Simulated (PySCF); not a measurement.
**Working out the ionisation energy of Fe¹⁴⁺**

Fe¹⁴⁺ [Ne] 3s2 (1S) → Fe¹⁵⁺ [Ne] 3s1 (2S). Computed with PySCF 2.14 in an even-tempered Gaussian basis (18 s from 1.1 bohr⁻², ratio 2.5; 11 p from 1.4 bohr⁻², ratio 2.5; 5 d from 5.7 bohr⁻², ratio 2.7; 4 f from 8.5 bohr⁻², ratio 2.7), with the spin-free X2C one-electron Hamiltonian (Gaussian nucleus). Frozen: 1s2; the 19 highest virtual orbitals dropped. Energies in hartree (1 hartree = 27.21139 eV):

| part | Fe¹⁴⁺ (lower) | Fe¹⁵⁺ (upper) |
| --- | --- | --- |
| UHF | -1182.850653 | -1166.207090 |
| MP2 opposite-spin | -0.303138 | -0.228508 |
| MP2 same-spin | -0.092997 | -0.083880 |

Q: What does Hartree-Fock give?

A: (-1166.207090) − (-1182.850653) = 16.643563 hartree = 452.894 eV.

Q: What do MP2 and SCS-MP2 (6/5 opposite-spin, 1/3 same-spin) give?

A: The opposite-spin parts differ by 2.031 eV and the same-spin parts by 0.248 eV. MP2: 452.894 + (2.031) + (0.248) = 455.173 eV. SCS-MP2: 452.894 + 1.2 × (2.031) + (0.248)/3 = 455.414 eV.

Measured between the centres of the two terms (NIST): 456.200 eV, so MP2 (outer shells) is off by -1.027 eV.

What remains against the reference includes basis incompleteness, the frozen core and correlation beyond second order.
